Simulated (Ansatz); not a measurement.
Ansatz (a first-principles code) input (SVWN5/def2-TZVPD):

Ansatz 0.2 input:
```yaml
crystal:
  periodic: [false, false, false]
  atoms:
    - {symbol: C, position_ang: [-2.85520059, -0.52831274, 0.19470150]}
    - {symbol: O, position_ang: [-1.52797126, -0.26024101, -0.20757221]}
    - {symbol: C, position_ang: [-0.94654919, 0.83672135, 0.48153560]}
    - {symbol: Si, position_ang: [0.82271191, 1.05219433, -0.16951959]}
    - {symbol: Si, position_ang: [1.91477439, -1.02012534, -0.11845842]}
    - {symbol: H, position_ang: [-2.90376809, -0.77199110, 1.26349713]}
    - {symbol: H, position_ang: [-3.50931846, 0.33121436, 0.00193011]}
    - {symbol: H, position_ang: [-3.20474640, -1.38196866, -0.38420723]}
    - {symbol: H, position_ang: [-1.53717046, 1.75157588, 0.32846463]}
    - {symbol: H, position_ang: [-0.92602803, 0.64836879, 1.56526704]}
    - {symbol: H, position_ang: [1.51742809, 2.03548778, 0.70190778]}
    - {symbol: H, position_ang: [0.79449237, 1.59637436, -1.54967349]}
    - {symbol: H, position_ang: [1.73908386, -1.64224300, 1.21800246]}
    - {symbol: H, position_ang: [3.36915541, -0.84859178, -0.36269427]}
    - {symbol: H, position_ang: [1.37033212, -1.93571592, -1.14764687]}
basis:
  gaussian:
    orbitals: def2-TZVPD
hamiltonian:
  xc: {name: SVWN5}
magnetization: {spin_polarized: true, initial_magnetization: 2}
```

Output:

```
Functional definition: SVWN5
integrals: 0.29 GiB planned
1592 factors; their error is unknown
0.23 GiB of the device are held for the grids
1.91 GiB of device memory are held for the factors and their scratch space
mean field: 2.03 GiB planned
mean field evaluation 1: about -19917.4159 eV, gradient 6.0e1 eV
mean field evaluation 2: about -19564.2104 eV, gradient 2.1e2 eV
mean field evaluation 4: about -19920.2963 eV, gradient 5.7e1 eV
mean field evaluation 8: about -19935.2552 eV, gradient 1.0e1 eV
mean field evaluation 16: about -19936.0216 eV, gradient 4.4e-4 eV
mean field evaluation 32: about -19934.9612 eV, gradient 6.4e0 eV
mean field evaluation 64: about -19936.0098 eV, gradient 1.1e0 eV
mean field evaluation 96: about -19935.5000 eV, gradient 3.2e-1 eV
mean field -19936.02158277 eV, -732.6352800460 hartree, gradient 2.8e-6 eV, S^2 2.001552; 10 other end points of the search recorded, 0 dependent functions left out
reference -19936.02164964 eV, -732.6352825036 hartree; 30, 28 occupied and 260, 262 virtual orbitals, 1592 factors
Total energy: -19936.02164964 eV, -732.6352825036 hartree
```

This state (charge 0, triplet) is run at the relaxed geometry of the species with charge 0 and multiplicity 1, and is a spin state other than that species' own.
